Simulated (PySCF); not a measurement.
C₄H₁₀AlFO (SMILES C[C](C)(C)[Al]([OH])[F]), singlet, at a GFN2-xTB geometry (such geometries of metal compounds can be far from the true shape), with bond 9-6 at 1.8 times its length; CASSCF(6,4)/STO-3G (PySCF).

Input for PySCF:
```python
from pyscf import gto, scf, mcscf
import numpy

mol = gto.Mole()
mol.atom = '''
    Al    0.70333886   -0.76535193   -0.15246834
    F     0.19869065   -2.18081332   -0.85561145
    O     2.26153151   -0.57019703    0.32167187
    H     3.16670688   -0.48636659    0.58331683
    C    -0.66528671    0.71694112    0.13355151
    C    -0.12346155    2.04572784   -0.40160249
    C    -1.94910411    0.33723140   -0.60698599
    C    -0.97181813    0.89098499    1.62612308
    H    -1.39265620    3.49897856   -0.02940947
    H     0.03769522    1.99643954   -1.47736453
    H     0.82436115    2.29182016    0.07415796
    H    -1.77003407    0.26505946   -1.67910748
    H    -2.32037593   -0.62811519   -0.26376269
    H    -2.72567003    1.08498411   -0.43602205
    H    -1.41060301   -0.01445568    2.04202081
    H    -0.06354415    1.11804743    2.18185372
    H    -1.67581676    1.71265676    1.77243568
'''
mol.basis = 'sto-3g'
mol.verbose = 4
mol.build()

mf = scf.RHF(mol)
mf.kernel()
mc = mcscf.CASSCF(mf, 4, 6)
mc.fix_spin_(ss=0.0)
mc.kernel()
occ = numpy.linalg.eigvalsh(mc.fcisolver.make_rdm1(mc.ci, mc.ncas, mc.nelecas))[::-1]
ss = mc.fcisolver.spin_square(mc.ci, mc.ncas, mc.nelecas)[0]
print('natural occupations', occ.round(4), ' <S^2>', round(ss, 4))
```

Output, abridged:

```
PySCF version 2.14.0

[INPUT] verbose = 4
[INPUT] num. atoms = 17
[INPUT] num. electrons = 64
[INPUT] charge = 0
[INPUT] spin (= nelec alpha-beta = 2S) = 0
[INPUT] symmetry False subgroup None
[INPUT] Mole.unit = angstrom
[INPUT] Symbol           X                Y                Z      unit          X                Y                Z       unit  Magmom
[...]
nuclear repulsion = 378.878651854372
number of shells = 33
number of NR pGTOs = 147
number of NR cGTOs = 49
basis = sto-3g
ecp = {}

******** <class 'pyscf.scf.hf.RHF'> ********
method = RHF
initial guess = minao
damping factor = 0
level_shift factor = 0
DIIS = <class 'pyscf.scf.diis.CDIIS'>
diis_start_cycle = 1
diis_space = 8
diis_damp = 0
SCF conv_tol = 1e-09
SCF conv_tol_grad = None
SCF max_cycles = 50
direct_scf = True
direct_scf_tol = 1e-13
Set gradient conv threshold to 3.16228e-05
Initial guess from minao.
init E= -566.52888161124
[...]
cycle= 1 E= -566.046262384853  delta_E= 0.483  |g|= 0.581  |ddm|= 4.72
[...]
cycle= 2 E= -566.192150619008  delta_E= -0.146  |g|= 0.16  |ddm|= 1.15
[...]
cycle= 3 E= -566.201925062702  delta_E= -0.00977  |g|= 0.0422  |ddm|= 0.265
[...]
cycle= 4 E= -566.203062343206  delta_E= -0.00114  |g|= 0.0148  |ddm|= 0.107
[...]
cycle= 5 E= -566.203181342949  delta_E= -0.000119  |g|= 0.0042  |ddm|= 0.03
[...]
cycle= 6 E= -566.203194519139  delta_E= -1.32e-05  |g|= 0.00115  |ddm|= 0.0111
[...]
cycle= 7 E= -566.203195651651  delta_E= -1.13e-06  |g|= 0.000273  |ddm|= 0.00352
[...]
cycle= 8 E= -566.203195701071  delta_E= -4.94e-08  |g|= 5.08e-05  |ddm|= 0.00072
[...]
cycle= 9 E= -566.203195703263  delta_E= -2.19e-09  |g|= 1.15e-05  |ddm|= 0.000145
[...]
cycle= 10 E= -566.203195703384  delta_E= -1.21e-10  |g|= 3.1e-06  |ddm|= 3.37e-05
[...]
Extra cycle  E= -566.20319570339  delta_E= -6.25e-12  |g|= 1.26e-06  |ddm|= 6.86e-06
converged SCF energy = -566.20319570339

******** <class 'pyscf.mcscf.mc1step.CASSCF'> ********
CAS (3e+3e, 4o), ncore = 29, nvir = 16
max_cycle_macro = 50
max_cycle_micro = 4
conv_tol = 1e-07
conv_tol_grad = None
orbital rotation max_stepsize = 0.02
orbital rotation threshold for CI restart = 0.01
augmented hessian ah_max_cycle = 30
augmented hessian ah_conv_tol = 1e-12
augmented hessian ah_linear dependence = 1e-14
augmented hessian ah_level shift = 1e-08
augmented hessian ah_start_tol = 2.5
augmented hessian ah_start_cycle = 3
augmented hessian ah_grad_trust_region = 3
kf_trust_region = 3
kf_interval = 4
ci_response_space = 4
ci_grad_trust_region = 3
with_dep4 0
natorb = False
canonicalization = True
sorting_mo_energy = False
ao2mo_level = 2
internal_rotation = False
******** <class 'pyscf.fci.addons.SpinPenaltyFCISolver'> ********
max. cycles = 50
conv_tol = 1e-08
davidson only = True
linear dependence = 1e-12
level shift = 0.001
max iter space = 12
nroots = 1
pspace_size = 400
spin = None
CASCI E = -566.254492683684  S^2 = 0.0000000
Set conv_tol_grad to 0.000316228
macro iter   1 ( 21 JK    4 micro), CASSCF E = -566.284996970420  dE = -3.05042867e-02  S^2 = 0.0000000
               |grad[o]|=0.0667  |grad[c]|=0.0381  |ddm|=0.0887  |maxRot[o]|=0.227
macro iter   2 ( 12 JK    3 micro), CASSCF E = -566.287635896169  dE = -2.63892575e-03  S^2 = 0.0000000
               |grad[o]|=0.0281  |grad[c]|=0.00427  |ddm|=0.00669  |maxRot[o]|=0.0772
macro iter   3 ( 16 JK    4 micro), CASSCF E = -566.287965710727  dE = -3.29814557e-04  S^2 = 0.0000000
               |grad[o]|=0.00979  |grad[c]|=0.00946  |ddm|=0.00238  |maxRot[o]|=0.125
macro iter   4 (  7 JK    2 micro), CASSCF E = -566.287993279734  dE = -2.75690072e-05  S^2 = 0.0000000
               |grad[o]|=0.00285  |grad[c]|=0.00185  |ddm|=0.000648  |maxRot[o]|=0.0699
macro iter   5 (  7 JK    2 micro), CASSCF E = -566.287999405359  dE = -6.12562530e-06  S^2 = 0.0000000
               |grad[o]|=0.00144  |grad[c]|=0.00312  |ddm|=0.000944  |maxRot[o]|=0.0699
macro iter   6 (  7 JK    2 micro), CASSCF E = -566.288005069944  dE = -5.66458505e-06  S^2 = 0.0000000
[...]
macro iter  32 (  5 JK    2 micro), CASSCF E = -566.288329250999  dE = -7.15526653e-07  S^2 = 0.0000000
               |grad[o]|=0.000297  |grad[c]|=0.00246  |ddm|=0.000505  |maxRot[o]|= 0.03
macro iter  33 (  5 JK    1 micro), CASSCF E = -566.288329615435  dE = -3.64436119e-07  S^2 = 0.0000000
               |grad[o]|=0.000125  |grad[c]|=0.00425  |ddm|=0.000856  |maxRot[o]|=0.0393
macro iter  34 (  6 JK    1 micro), CASSCF E = -566.288331145985  dE = -1.53054918e-06  S^2 = 0.0000000
               |grad[o]|=0.000137  |grad[c]|=0.00879  |ddm|=0.00186  |maxRot[o]|=0.0598
macro iter  35 (  7 JK    2 micro), CASSCF E = -566.288332685126  dE = -1.53914118e-06  S^2 = 0.0000000
               |grad[o]|=0.000229  |grad[c]|=0.0107  |ddm|=0.00228  |maxRot[o]|=0.0697
macro iter  36 (  7 JK    2 micro), CASSCF E = -566.288333302832  dE = -6.17706633e-07  S^2 = 0.0000000
               |grad[o]|=0.000223  |grad[c]|=0.00458  |ddm|=0.000655  |maxRot[o]|=0.0451
macro iter  37 (  7 JK    2 micro), CASSCF E = -566.288332158951  dE =  1.14388172e-06  S^2 = 0.0000000
               |grad[o]|=0.000313  |grad[c]|=0.000736  |ddm|=8.68e-05  |maxRot[o]|=0.0126
macro iter  38 ( 16 JK    4 micro), CASSCF E = -566.288329732215  dE =  2.42673548e-06  S^2 = 0.0000000
               |grad[o]|=0.000604  |grad[c]|=0.00305  |ddm|=7.88e-05  |maxRot[o]|=0.0308
macro iter  39 ( 25 JK    4 micro), CASSCF E = -566.288331564408  dE = -1.83219254e-06  S^2 = 0.0000000
               |grad[o]|=0.000246  |grad[c]|=0.000267  |ddm|=4.81e-05  |maxRot[o]|=0.0119
macro iter  40 (  7 JK    2 micro), CASSCF E = -566.288332429749  dE = -8.65341462e-07  S^2 = 0.0000000
               |grad[o]|=0.00017  |grad[c]|=0.00133  |ddm|=0.000161  |maxRot[o]|=0.021
macro iter  41 (  7 JK    2 micro), CASSCF E = -566.288333457084  dE = -1.02733463e-06  S^2 = 0.0000000
               |grad[o]|=0.000133  |grad[c]|=0.00477  |ddm|=0.000631  |maxRot[o]|=0.0377
macro iter  42 ( 12 JK    3 micro), CASSCF E = -566.288332428139  dE =  1.02894489e-06  S^2 = 0.0000000
               |grad[o]|=0.000161  |grad[c]|=0.00463  |ddm|=0.000461  |maxRot[o]|=0.0364
macro iter  43 (  7 JK    2 micro), CASSCF E = -566.288332955228  dE = -5.27089355e-07  S^2 = 0.0000000
               |grad[o]|=0.00024  |grad[c]|=0.00082  |ddm|=9.94e-05  |maxRot[o]|=0.0155
macro iter  44 (  7 JK    2 micro), CASSCF E = -566.288333660782  dE = -7.05554044e-07  S^2 = 0.0000000
               |grad[o]|=0.000189  |grad[c]|=0.00362  |ddm|=0.00051  |maxRot[o]|=0.0329
macro iter  45 (  7 JK    2 micro), CASSCF E = -566.288333947576  dE = -2.86794034e-07  S^2 = 0.0000000
               |grad[o]|=0.00011  |grad[c]|=0.00373  |ddm|=0.000603  |maxRot[o]|=0.0331
macro iter  46 ( 12 JK    3 micro), CASSCF E = -566.288329722736  dE =  4.22484027e-06  S^2 = 0.0000000
               |grad[o]|=0.000181  |grad[c]|=0.00384  |ddm|=0.000139  |maxRot[o]|=0.0435
macro iter  47 ( 21 JK    4 micro), CASSCF E = -566.288330564187  dE = -8.41450628e-07  S^2 = 0.0000000
               |grad[o]|=0.000749  |grad[c]|=0.000803  |ddm|=7.38e-05  |maxRot[o]|=0.00596
macro iter  48 (  7 JK    2 micro), CASSCF E = -566.288333203942  dE = -2.63975483e-06  S^2 = 0.0000000
               |grad[o]|=0.000387  |grad[c]|=0.00165  |ddm|=7.57e-05  |maxRot[o]|=0.0349
macro iter  49 (  7 JK    2 micro), CASSCF E = -566.288335051964  dE = -1.84802263e-06  S^2 = 0.0000000
               |grad[o]|=0.00027  |grad[c]|=0.00421  |ddm|=0.000135  |maxRot[o]|=0.0414
macro iter  50 ( 10 JK    2 micro), CASSCF E = -566.288335017678  dE =  3.42859039e-08  S^2 = 0.0000000
               |grad[o]|=0.000267  |grad[c]|=0.000436  |ddm|=7.11e-05  |maxRot[o]|=0.0185
1-step CASSCF not converged,  50 macro (417 JK 107 micro) steps
CASSCF canonicalization
Density matrix diagonal elements [1.99666691 1.94332327 1.78342145 0.27658836]
CASSCF energy = -566.288335017678
CASCI E = -566.288335017678  E(CI) = -8.43530531215833  S^2 = 0.0000000
natural occupations [1.9999 1.9996 1.725  0.2754]  <S^2> 0.0
```

The run did not converge; its last values are not results.
